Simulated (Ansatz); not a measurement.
Breaking the Ca1–O2 bond in CaO (multiplicity 1 held). Energies count from the point at 1.824 Å.


R- and RO- levels are restricted; in cc, def2 and unpolarised 6-31G sets they are followed outwards from rest. U- levels take the lowest unrestricted solution at each point, which mixes spins at long bonds. Left out are points that failed, MP2 points that dive below the minimum, coupled-cluster points behind a jump of the amplitudes or a sharp parting from full CI or MRCI, small-basis points behind a change of solution, and semi-empirical points at long bonds. Levels need not reach the same state.

Correlated levels freeze the cores.

Codes used: Ansatz (an electronic-structure program) with Gaussian orbitals. Values without a source in brackets are computed.

Energies in kJ/mol.

```json
[
 {"R (Å)": "1.459", "U-HF/def2-SVPD": "432", "R-MP2/def2-SVPD": "376", "U-MP2/def2-SVPD": "231", "U-CCSD/def2-SVPD": "268"},
 {"R (Å)": "1.641", "U-HF/def2-SVPD": "148", "R-MP2/def2-SVPD": "95", "U-MP2/def2-SVPD": "149", "U-CCSD/def2-SVPD": "139"},
 {"R (Å)": "1.824", "U-HF/def2-SVPD": "0", "R-MP2/def2-SVPD": "0", "U-MP2/def2-SVPD": "0", "U-CCSD/def2-SVPD": "0"},
 {"R (Å)": "2.006", "U-HF/def2-SVPD": "-48", "R-MP2/def2-SVPD": "-4", "U-MP2/def2-SVPD": "-41", "U-CCSD/def2-SVPD": "-63"},
 {"R (Å)": "2.189", "U-HF/def2-SVPD": "-57", "R-MP2/def2-SVPD": "23", "U-MP2/def2-SVPD": "-55", "U-CCSD/def2-SVPD": "-78"},
 {"R (Å)": "2.462", "U-HF/def2-SVPD": "-16", "R-MP2/def2-SVPD": "137", "U-MP2/def2-SVPD": "left out", "U-CCSD/def2-SVPD": "-43"},
 {"R (Å)": "2.736", "U-HF/def2-SVPD": "46", "R-MP2/def2-SVPD": "308", "U-MP2/def2-SVPD": "34", "U-CCSD/def2-SVPD": "12"},
 {"R (Å)": "3.192", "U-HF/def2-SVPD": "145", "R-MP2/def2-SVPD": "491", "U-MP2/def2-SVPD": "126", "U-CCSD/def2-SVPD": "104"},
 {"R (Å)": "3.648", "U-HF/def2-SVPD": "219", "R-MP2/def2-SVPD": "590", "U-MP2/def2-SVPD": "296", "U-CCSD/def2-SVPD": "181"},
 {"R (Å)": "4.195", "U-HF/def2-SVPD": "233", "R-MP2/def2-SVPD": "648", "U-MP2/def2-SVPD": "366", "U-CCSD/def2-SVPD": "253"},
 {"R (Å)": "4.924", "U-HF/def2-SVPD": "236", "R-MP2/def2-SVPD": "675", "U-MP2/def2-SVPD": "384", "U-CCSD/def2-SVPD": "316"},
 {"R (Å)": "5.836", "U-HF/def2-SVPD": "237", "R-MP2/def2-SVPD": "682", "U-MP2/def2-SVPD": "389", "U-CCSD/def2-SVPD": "left out"},
 {"R (Å)": "7.295", "U-HF/def2-SVPD": "238", "R-MP2/def2-SVPD": "683", "U-MP2/def2-SVPD": "391", "U-CCSD/def2-SVPD": "left out"}
]
```

Doubts at one or more of the structures used: a spin-contaminated determinant (U-HF/def2-SVPD, U-MP2/def2-SVPD, U-CCSD/def2-SVPD); a restricted determinant that unrestricted orbitals would lower (R-MP2/def2-SVPD); T1 above 0.05 (U-CCSD/def2-SVPD); the program's own flag: large difference (U-CCSD/def2-SVPD); the program's own flag: other amplitudes (U-CCSD/def2-SVPD).
